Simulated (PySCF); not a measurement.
C2H9GaN (SMILES [CH3][Ga]([CH3])<-[NH3]), doublet, at a GFN2-xTB geometry (such geometries of metal compounds can be far from the true shape) (the spin is typed, not shown lowest), with bond 9-6 at 1.25 times its length; PySCF with PBE0/STO-3G.

Input for PySCF:
```python
from pyscf import gto, scf, dft

mol = gto.M(
    atom='''
Ga    0.355652    0.125675    0.458490
C     1.057252    1.028231   -1.367268
H     1.881702    0.474578   -1.820714
H     1.402197    2.046522   -1.178389
H     0.235676    1.079717   -2.085913
C    -1.707799    0.525046    0.931879
H    -2.196294   -0.323234    1.415391
H    -2.247498    0.759459    0.010960
H    -1.814165    1.600455    1.764796
N    -0.396543   -1.793939   -0.883601
H    -1.128874   -1.352949   -1.431240
H    -0.805480   -2.584367   -0.395890
H     0.305348   -2.143112   -1.528061
''',
    basis='sto-3g',
    charge=0,
    spin=1,
    verbose=5,
)

mf = dft.UKS(mol)
mf.xc = 'pbe0'
mf.kernel()
mo_i, mo_e, stable_i, stable_e = mf.stability(internal=True, external=False, return_status=True, nroots=6, tol=1e-6)
print('internally stable:', stable_i, ' externally stable:', stable_e)
if not stable_i:
    umf = mf.copy()
    umf.scf_summary = {}
    umf.kernel(umf.make_rdm1(mo_i, mf.mo_occ))
mf.analyze()
```

Task: What does PySCF print? Leave out banner, timings and long lists.

Result: 
```
PySCF version 2.14.0

[INPUT] verbose = 5
[INPUT] max_memory = 4000
[INPUT] num. atoms = 13
[INPUT] num. electrons = 59
[INPUT] charge = 0
[INPUT] spin (= nelec alpha-beta = 2S) = 1
[INPUT] symmetry False subgroup None
[INPUT] Mole.unit = angstrom
[INPUT] Symbol           X                Y                Z      unit          X                Y                Z       unit  Magmom
[...]
[INPUT] ---------------- BASIS SET ----------------
[INPUT] l, kappa, [nprim/nctr], expnt,             c_1 c_2 ...
[INPUT] C
[...]
                                13.045096         0.53532814
                                3.5305122         0.44463454
[...]
                                0.6834831         0.39951283
                                0.2222899         0.70011547
[...]
                                0.6834831         0.60768372
                                0.2222899         0.39195739
[INPUT] N
[...]
                                18.052312         0.53532814
                                4.8856602         0.44463454
[...]
                                0.8784966         0.39951283
                                0.2857144         0.70011547
[...]
                                0.8784966         0.60768372
                                0.2857144         0.39195739
[INPUT] Ga
[...]
                                375.4910517       0.5353281423
                                101.6225324       0.4446345422
[...]
                                38.98425028       0.3995128261
                                12.67888813       0.7001154689
[...]
                                3.847993927       0.2175436044
                                1.484675684       0.9166769611
[...]
                                0.2947057141      0.0196064117
                                0.1301451506      1.131034442
[...]
                                38.98425028       0.6076837186
                                12.67888813       0.3919573931
[...]
                                3.847993927       0.5777664691
                                1.484675684       0.4846460366
[...]
                                0.2947057141      0.5715227604
                                0.1301451506      0.5498949471
[...]
                                3.847993927       0.6555473627
                                1.484675684       0.286573259
[INPUT] H
[...]
                                0.62391373        0.53532814
                                0.1688554         0.44463454

nuclear repulsion = 259.683619894257
number of shells = 26
number of NR pGTOs = 126
number of NR cGTOs = 42
basis = sto-3g
ecp = {}

******** <class 'pyscf.dft.uks.UKS'> ********
method = UKS
initial guess = minao
damping factor = 0
level_shift factor = 0
DIIS = <class 'pyscf.scf.diis.CDIIS'>
diis_start_cycle = 1
diis_space = 8
diis_damp = 0
SCF conv_tol = 1e-09
SCF conv_tol_grad = None
SCF max_cycles = 50
direct_scf = True
direct_scf_tol = 1e-13
number electrons alpha = 30  beta = 29
XC library pyscf.dft.libxc version 7.1.2
    S. Lehtola, C. Steigemann, M. J. T. Oliveira, and M. A. L. Marques,  SoftwareX 7, 1–5 (2018)
XC functionals = pbe0
    C. Adamo and V. Barone,  J. Chem. Phys. 110, 6158 (1999)
    M. Ernzerhof and G. E. Scuseria,  J. Chem. Phys. 110, 5029 (1999)
radial grids:
    Treutler-Ahlrichs [JCP 102, 346 (1995); DOI:10.1063/1.469408] (M4) radial grids

becke partition: Becke, JCP 88, 2547 (1988); DOI:10.1063/1.454033
pruning grids: <function nwchem_prune>
grids dens level: 3
symmetrized grids: False
atomic radii adjust function: <function treutler_atomic_radii_adjust>
small_rho_cutoff = 0
Set gradient conv threshold to 3.16228e-05
atom Ga rad-grids = 90, ang-grids = [ 50  50  50  50  50  50  50  50  50  50  50  50  50  50  50  50  50  50
  50  50  50  50  50  50  50  50  50  50  86  86  86  86  86  86  86  86
  86  86  86  86  86  86  86 350 350 350 350 350 350 350 350 350 350 350
 434 434 434 434 434 434 434 434 434 434 434 434 434 434 434 434 434 434
[...]
converged SCF energy = -2036.5228491226  <S^2> = 0.75271225  2S+1 = 2.0027104
<class 'pyscf.dft.uks.UKS'> wavefunction is stable in the internal stability analysis
internally stable: True  externally stable: None
Total Energy =                       -2036.522849122604612
[...]
1 C 2py          0.08558   0.21428
1 C 2pz          0.00187  -0.28656
2 H 1s           0.19612  -0.40347
3 H 1s           0.00775  -0.46105
4 H 1s          -0.13419  -0.33269
5 C 1s           0.00855   0.00120
5 C 2s          -0.41944  -0.05665
5 C 2px          0.41315   0.04746
5 C 2py          0.28291  -0.03571
5 C 2pz          0.03794   0.10680
6 H 1s           0.55538  -0.01598
7 H 1s           0.37119   0.13291
8 H 1s           0.00817  -0.00161
9 N 1s          -0.00032   0.00044
9 N 2s           0.01612  -0.02158
9 N 2px         -0.01663  -0.00355
9 N 2py         -0.00101  -0.00184
9 N 2pz         -0.00648   0.01252
10 H 1s         -0.02267   0.01829
11 H 1s         -0.01596   0.00172
12 H 1s         -0.00402   0.02560

To work with the spin densities directly, `use mulliken_meta_spin()` only printing them here.

 ** Mulliken spin pop alpha/beta on meta-lowdin orthogonal AOs **
 ** Mulliken Spin Density (per AO)  **
spin_pop of  0 Ga 1s        0.00000
spin_pop of  0 Ga 2s        0.00000
spin_pop of  0 Ga 3s        0.00003
spin_pop of  0 Ga 4s        0.01829
spin_pop of  0 Ga 2px      -0.00000
spin_pop of  0 Ga 2py      -0.00000
spin_pop of  0 Ga 2pz      -0.00000
spin_pop of  0 Ga 3px       0.00011
spin_pop of  0 Ga 3py       0.00007
spin_pop of  0 Ga 3pz       0.00011
spin_pop of  0 Ga 4px       0.06127
spin_pop of  0 Ga 4py       0.04003
spin_pop of  0 Ga 4pz       0.05431
spin_pop of  0 Ga 3dxy      0.03881
spin_pop of  0 Ga 3dyz      0.00215
spin_pop of  0 Ga 3dz^2     0.00016
spin_pop of  0 Ga 3dxz      0.66797
spin_pop of  0 Ga 3dx2-y2    0.12400
spin_pop of  1 C 1s       -0.00000
spin_pop of  1 C 2s       -0.00225
spin_pop of  1 C 2px      -0.00178
spin_pop of  1 C 2py      -0.00067
spin_pop of  1 C 2pz      -0.00369
spin_pop of  2 H 1s        0.00107
spin_pop of  3 H 1s        0.00030
spin_pop of  4 H 1s        0.00370
spin_pop of  5 C 1s       -0.00000
spin_pop of  5 C 2s       -0.00258
spin_pop of  5 C 2px      -0.00466
spin_pop of  5 C 2py      -0.00024
spin_pop of  5 C 2pz      -0.00130
spin_pop of  6 H 1s        0.00057
spin_pop of  7 H 1s        0.00403
spin_pop of  8 H 1s        0.00024
spin_pop of  9 N 1s        0.00000
spin_pop of  9 N 2s        0.00005
spin_pop of  9 N 2px       0.00004
spin_pop of  9 N 2py      -0.00030
spin_pop of  9 N 2pz      -0.00008
spin_pop of  10 H 1s        0.00020
spin_pop of  11 H 1s        0.00004
spin_pop of  12 H 1s        0.00000
 ** Mulliken Spin Density (per atom)  **
spin density of  0 Ga =      1.00731
spin density of  1 C =     -0.00839
spin density of  2 H =      0.00107
spin density of  3 H =      0.00030
spin density of  4 H =      0.00370
spin density of  5 C =     -0.00879
spin density of  6 H =      0.00057
spin density of  7 H =      0.00403
spin density of  8 H =      0.00024
spin density of  9 N =     -0.00029
spin density of  10 H =      0.00020
spin density of  11 H =      0.00004
spin density of  12 H =      0.00000
 ** Mulliken pop alpha/beta on meta-lowdin orthogonal AOs **
 ** Mulliken pop       alpha | beta **
In total            30.00000 | 29.00000
 ** Mulliken atomic charges   ( Nelec_alpha | Nelec_beta ) **
charge of  0Ga =     -0.04656  (    16.02693     15.01962 )
charge of  1C =     -0.23534  (     3.11348      3.12187 )
charge of  2H =      0.04037  (     0.48035      0.47928 )
charge of  3H =      0.04589  (     0.47720      0.47690 )
charge of  4H =      0.02861  (     0.48755      0.48384 )
charge of  5C =     -0.19575  (     3.09348      3.10227 )
charge of  6H =      0.03678  (     0.48189      0.48133 )
charge of  7H =      0.02604  (     0.48900      0.48496 )
charge of  8H =      0.01669  (     0.49178      0.49154 )
charge of  9N =     -0.21842  (     3.60907      3.60935 )
charge of  10H =      0.16561  (     0.41730      0.41709 )
charge of  11H =      0.16790  (     0.41607      0.41603 )
charge of  12H =      0.16818  (     0.41591      0.41591 )
Dipole moment(X, Y, Z, Debye): -2.52531, -3.57793, -3.92056
```
